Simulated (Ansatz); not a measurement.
As3⁺, relaxed as a singlet with RKS r2SCAN-D4/def2-TZVP in Ansatz, starting from the GFN2-xTB geometry. Force threshold 0.02 eV/Å.

The restricted singlet is unstable towards broken spin symmetry in Hartree–Fock (as tested in another run); at r2SCAN-D4/def2-TZVP this wasn't settled. An occupied level lies above an empty one. Another isomer (singlet) lies 2.95 eV lower at PBE0-D4/def2-TZVP; other spin states weren't run for this one.

Start:

Cartesian coordinates in Å:
```
As -1.0998 1.6789 0.0082
As -0.2966 -0.3172 -0.4807
As 1.3964 -1.3617 0.4725
```

Estimate the energy that the relaxation releases and the steps that it takes.

2.8 kJ/mol, in 9 steps; 13 s on 4 threads of AMD EPYC 7R43 on a shared host. The force fell under the threshold at step 6, but the optimiser went on. No frequencies were taken in this run, so the end may be a saddle point.

Does the start keep its bonding and symmetry?

By distances, no bond broke or formed. The bond that changes most is As1–As2, from 2.21 to 2.18 Å (atoms count from 1). Point group C2v at the start, D∞h at the end, both within 0.05 Å; within 0.015 Å the end is C∞v.

Predict the relaxed structure.


| atom | x (Å) | y (Å) | z (Å) |
| --- | --- | --- | --- |
| As1 | -1.370 | 1.675 | -0.251 |
| As2 | -0.005 | -0.006 | -0.009 |
| As3 | 1.375 | -1.669 | 0.260 |
Bond lengths: 2 × As–As 2.18 Å.
